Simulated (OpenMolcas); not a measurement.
## SnCl2F2 (SMILES [F][Sn]([F])([Cl])[Cl]): methods side by side

The species is SnCl2F2 (5 atoms), meant as a singlet with charge 0. As SMILES, `[F][Sn]([F])([Cl])[Cl]`. Geometry: relaxed at PBE0-D4/def2-TZVP.

Each level gives the electronic atomisation energy (eV). The values are calculated. Electronic energies at fixed atoms, without zero-point motion or spin-orbit coupling.

```json
{"level": "HF/def2-SVP (core potential)", "kind": "Hartree–Fock", "program": "OpenMolcas", "value (eV)": "9.86", "less CCSD(T)/def2-SVP": "-4.18"}
{"level": "SVWN5/def2-SVP (core potential)", "kind": "LDA", "program": "OpenMolcas", "value (eV)": "18.44", "less CCSD(T)/def2-SVP": "+4.40"}
{"level": "BLYP/def2-SVP (core potential)", "kind": "GGA", "program": "OpenMolcas", "value (eV)": "15.02", "less CCSD(T)/def2-SVP": "+0.98"}
{"level": "revPBE/def2-SVP (core potential)", "kind": "GGA", "program": "OpenMolcas", "value (eV)": "14.84", "less CCSD(T)/def2-SVP": "+0.80"}
{"level": "M06-L/def2-SVP (core potential)", "kind": "meta-GGA", "program": "OpenMolcas", "value (eV)": "15.74", "less CCSD(T)/def2-SVP": "+1.70"}
{"level": "r2SCAN/def2-SVP (core potential)", "kind": "meta-GGA", "program": "OpenMolcas", "value (eV)": "15.34", "less CCSD(T)/def2-SVP": "+1.30"}
{"level": "B3LYP/def2-SVP (core potential)", "kind": "global hybrid", "program": "OpenMolcas", "value (eV)": "14.67", "less CCSD(T)/def2-SVP": "+0.63"}
{"level": "CCSD(T)/def2-SVP (core potential), open shells restricted", "kind": "coupled cluster or CI", "program": "OpenMolcas", "value (eV)": "14.04", "less CCSD(T)/def2-SVP": "0.00"}
```

Differences are taken from CCSD(T)/def2-SVP (core potential), open shells restricted for orientation; it has basis-set and higher-order errors of its own. The values span 9.86 to 18.44 eV. In the correlated wave-function rows the outer d shell of Sn is correlated, in sets not made for it.
